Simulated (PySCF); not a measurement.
A structure optimised at PBE-D3(BJ)/def2-SVP, used in a PySCF frequency run:

```
Zr
C 1 2.2214
H 2 1.1137 1 111.28
H 2 1.1137 3 107.60 1 122.16
H 2 1.1137 3 107.60 4 115.69
C 1 2.2214 2 109.47 3 0.00
H 6 1.1137 1 111.28 2 0.00
H 6 1.1137 7 107.60 1 122.16
H 6 1.1137 7 107.60 8 115.69
C 1 2.2214 2 109.47 3 -120.00
H 10 1.1137 1 111.28 2 -120.00
H 10 1.1137 11 107.60 1 122.16
H 10 1.1137 11 107.60 12 115.69
C 1 2.2214 2 109.47 3 120.00
H 14 1.1137 1 111.28 2 -120.00
H 14 1.1137 15 107.60 1 122.16
H 14 1.1137 15 107.60 16 115.69
```
Charge 0, spin multiplicity 1.

### Question
Write its SMILES, formula and point group.

### Answer
[CH3][Zr]([CH3])([CH3])[CH3], C₄H₁₂Zr, Td

### Question
What are its rotational constants (standard atomic weights)?

### Answer
2.2731, 2.2731, 2.2731 GHz
